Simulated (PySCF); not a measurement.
**Substituent effects on chemical shifts**

Parent skeleton `[NH2:1][CH2:2][CH:3]([CH2:4][NH2:5])[NH:6][SiH3:7]`; one hydrogen on atom 7 is replaced by X. Hydrogens on one atom are averaged.

Method: geometry from GFN2-xTB, GIAO PBE0/pcSseg-1 shieldings, in PySCF 2.14 (non-relativistic Hamiltonian, in vacuum, equivalent nuclei averaged, one computed conformer).

δ = σ(ref) − σ, references computed at the same level: $^{15}$N (σref 267.73) vs NH3; $^{13}$C (σref 186.93) and $^{29}$Si (σref 349.16) and $^{1}$H (σref 31.72) vs TMS.

Known members:
| X | N1/N5 | C2/C4 | C3 | N6 | Si7 | H(C2)/H(C4) | H(C3) | H(Si7) |
| --- | --- | --- | --- | --- | --- | --- | --- | --- |
| SH | 29.8 | 46.9 | 62.0 | 45.6 | -33.7 | 3.04 | 2.28 | 5.24 |
| NH2 | 34.9 | 51.8 | 61.0 | 35.0 | -42.5 | 2.83 | 2.88 | 5.26 |
| F | 32.4 | 51.3 | 68.8 | 32.2 | -15.0 | 2.43 | 1.93 | 5.39 |
| OH | 38.3 | 50.9 | 61.8 | 46.9 | -38.6 | 2.85 | 2.89 | 5.14 |

Four more derivatives gave (δ, ppm):
| compound | N1/N5 | C2/C4 | C3 | N6 | Si7 | H(C2)/H(C4) | H(C3) | H(Si7) |
| --- | --- | --- | --- | --- | --- | --- | --- | --- |
| 1 | 36.8 | 55.1 | 61.5 | 37.0 | -60.9 | 3.07 | 2.27 | 5.20 |
| 2 | 28.9 | 52.0 | 58.4 | 29.8 | -35.5 | 2.93 | 2.65 | 4.88 |
| 3 | 38.0 | 54.7 | 69.3 | 29.5 | -34.2 | 2.57 | 1.98 | 5.60 |
| 4 | 36.9 | 60.5 | 57.1 | 39.3 | -65.3 | 3.20 | 2.88 | 5.02 |

Their substituents are CH3, CN, PH2, ethynyl. Which is which?

## Answers

1: X = ethynyl (C#C[SiH2]NC(CN)CN); 2: X = CH3 (C[SiH2]NC(CN)CN); 3: X = PH2 (NCC(CN)N[SiH2]P); 4: X = CN (N#C[SiH2]NC(CN)CN).

Experimental scales use liquid or dissolved standards, which lie at an offset from isolated NH3 (liquid NH3: subtract about 20 ppm).
